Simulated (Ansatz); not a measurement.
Reaction (silylene formation by 1,1-elimination): `N[CH]([SiH3])[GeH3]` → `N[CH2][GeH3]` + `[SiH2]`

Calculated with Ansatz (gas phase, PBE0-D4/def2-TZVP geometries, no zero-point term in ΔE). CBS: MP2 limit from def2 TZ/QZ plus the TZ coupled-cluster correction, frozen cores. This one scheme is used for every species. For Ge outer-core shells are correlated without core-valence functions, which leaves a few kJ/mol of doubt a bond. Scalar relativity is left out up to krypton. Each species was taken in one conformer, which may not be the lowest.

```tsv
species	CCSD(T)/CBS(def2) energy (Eh)
`N[CH]([SiH3])[GeH3]`	-2463.33521
`N[CH2][GeH3]`	-2173.05667
`[SiH2]`	-290.19011
```

(1) Work out ΔE.

Largest T1 diagnostic among the species: 0.014.

## Answers

(1) ΔE = (-2173.05667) + (-290.19011) − (-2463.33521) = 0.08843 Eh = +55.5 kcal/mol.

The D4 term adds +4.2 kcal/mol with B3LYP and +2.3 kcal/mol with PBE0; it sums over pairs of atoms, weighted by their polarisabilities, and B3LYP, whose exchange is more repulsive, gets the larger term. In def2-TZVPP, CCSD(T) changes the Hartree–Fock value by +5.4 kcal/mol (the triples alone add +1.5 kcal/mol) and MP2 by +10.6 kcal/mol. From PBE to PBE0 (25 % exact exchange), in def2-TZVPP and without D4, ΔE moves by +2.0 kcal/mol.

B3LYP here is the variant with VWN-RPA as its local correlation; programs differ in this.
